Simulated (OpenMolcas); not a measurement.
# Ru3+: ligand-field states by method

Ru3+ with 6 ligands (fluoride) in octahedral coordination (Oh) at 1.99 Å. A charge of +0.5 e stands 2.6 Å behind each ligand. Ligand basis ANO-RCC-VDZP.

```
Program             : OpenMolcas
Basis               : ANO-RCC-VTZP [7s6p4d2f1g]
Scalar Hamiltonian  : DKH2, point nucleus
Active space        : 5 electrons in 5 orbitals (4d)
State averaging     : 2S+1 = 6 even, 1 root; 2S+1 = 4 even, 24 roots; 2S+1 = 2 even, 75 roots
Spin-orbit coupling : state interaction with AMFI integrals over the reference wave functions
```

I. CASSCF
II. SS-CASPT2, IPEA 0.25 Eh, imaginary shift 0.1 Eh (closed shells correlated: 4s 4p and the ligand valence shells)

Spin-free states (labels of O, the rotations of Oh) in cm-1, each column counted from its own energy of the first state listed:

```
State  Degeneracy      I     II
  2T2           3      0      0
  6A1           1    832  11260
  4T1           3   6545  10430
  4T2           3  12296  14530
  2T1           3  17971  18810
  2A2           1  18122  18030
  2T2           3  20275  20520
   2E           2  22116  21510
  4A1           1  25223  29700
   4E           2  25595  29630
  2T1           3  27316  25680
  4T2           3  28521  31520
  2T2           3  29763  27300
   4E           2  31238  33350
  2A1           1  31662  28960
   2E           2  34644  34120
  2A1           1  37029  37500
  2T2           3  38234  39110
  4T1           3  39119  41010
  4A2           1  41286  40860
```

From I to II, I's first state of the same spin (2T1) moves from 17971 to 18810 cm-1, by about +830 cm-1. In II another state of that kind comes below it.

From I to II, I's first state of another spin (6A1) moves from 832 to 11260 cm-1, by about +10000 cm-1. In II another state of that kind comes below it.

I: A least-squares ligand-field fit to the states below 45000 cm-1, each weighted by its degeneracy and with a free common offset, gives 10Dq = 21814 cm-1, B = 798 cm-1 and C = 3277 cm-1 (C/B = 4.10), with an rms deviation of 227 cm-1. The same method and metal basis give the free ion B = 912 cm-1 (fit to its terms below 60000 cm-1, rms deviation 26 cm-1), so the nephelauxetic ratio is β = 798 / 912 = 0.88; it hangs on how both fits weigh the states, and computed free-ion B values tend to be too large, so β mixes covalency with correlation.

II: A least-squares ligand-field fit to the states below 45000 cm-1, each weighted by its degeneracy and with a free common offset, gives 10Dq = 21845 cm-1, B = 561 cm-1 and C = 2514 cm-1 (C/B = 4.48), with an rms deviation of 451 cm-1. The same method and metal basis give the free ion B = 705 cm-1 (fit to its terms below 60000 cm-1, rms deviation 493 cm-1), so the nephelauxetic ratio is β = 561 / 705 = 0.80; it hangs on how both fits weigh the states, and computed free-ion B values tend to be too large, so β mixes covalency with correlation.

From I to II, 10Dq changes by 0 %, B by -30 % and C by -23 %.

χT at 300 K: I 0.69, II 0.65 cm3 K/mol.

Roots that are degenerate in the reference are averaged as groups; the widest CASPT2 spread within a group is 350 cm-1 (the 3-fold group of multiplicity 2 near 43800 cm-1 above the lowest state of its run, II). Shifts and gaps below about the spread of the groups concerned are not significant. Over all roots computed the reference weight is 0.69 to 0.70 in II; a low but even weight reflects the number of correlated electrons. An orbital triplet at a regular site is open to Jahn-Teller coupling, which can distort the site and quench the lowest spin-orbit gaps and is left out. This shell can be high or low spin here, a state of another spin lies low, and with metal d orbitals alone active their balance is uncertain, so the ground spin may be wrong, although the usual error favours high spin. The least metal-like active orbital is 82 % on the metal (Löwdin) and no ligand orbital is active, so the numbers are rough. Ligand-to-metal charge-transfer states are missing. With no ligand orbital active B as a rule stays too high, so bands that hang on it stand too high and its fall with covalency is understated. Without dynamic correlation the repulsion within the d shell is too large (B by tens of per cent), so at a given field states of lower spin stand too high (holds for I). With metal d orbitals alone the field can be off either way by tens of per cent (holds for I). With one d shell and no ligand orbital active, 10Dq can be off by a tenth or more (holds for II). No measured value stands beside these numbers; the geometry is a model, was not optimised and need not be the one that this ion takes.
